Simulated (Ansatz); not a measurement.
Total energies of [(OH)3Hf]2S (Hf₂SO₆H₆) from Ansatz at PBE0-D4/def2-TZVP, gas phase (1 Eh = 27.2114 eV = 2625.5 kJ/mol). The reference geometry is relaxed at r2SCAN-D4/def2-SVP.

| state | geometry | energy (Eh) |
| --- | --- | --- |
| charge 0 singlet | reference | -949.30626 |
| charge 1 doublet | reference | -948.98567 |
| charge 1 doublet | relaxed at r2SCAN-D4/def2-SVP | -949.01264 |
| free Hf atom (triplet) | – | -47.84253 |
| free O atom (triplet) | – | -75.01860 |
| free S atom (triplet) | – | -397.97371 |
| free H atom (doublet) | – | -0.50104 |

In the def2 sets Hf takes a core potential; there is no spin–orbit coupling.

**Question.** Work out the vertical ionisation energy to the doublet.

**Answer.** E(charge 1 doublet) − E(charge 0 singlet) = -948.98567 − (-949.30626) = 0.32059 Eh = 8.72 eV. For comparison, −ε of the highest occupied level is 6.91 eV at this level, 1.81 eV less.

**Question.** How much does the charge 1 doublet relax, and what is the adiabatic ionisation energy?

**Answer.** Relaxation: -948.98567 − (-949.01264) = 0.02697 Eh = 0.73 eV. Adiabatic ionisation energy: 0.29362 Eh = 7.99 eV, without zero-point energy. 

**Question.** What is the binding energy per atom against free atoms?

**Answer.** Atoms: 2 × (-47.84253) + 6 × (-75.01860) + 1 × (-397.97371) + 6 × (-0.50104) = -946.77661 Eh. Binding: -946.77661 − (-949.30626) = 2.52965 Eh = 68.84 eV, or 4.59 eV for each of 15 atoms (no zero-point energy, no counterpoise term).
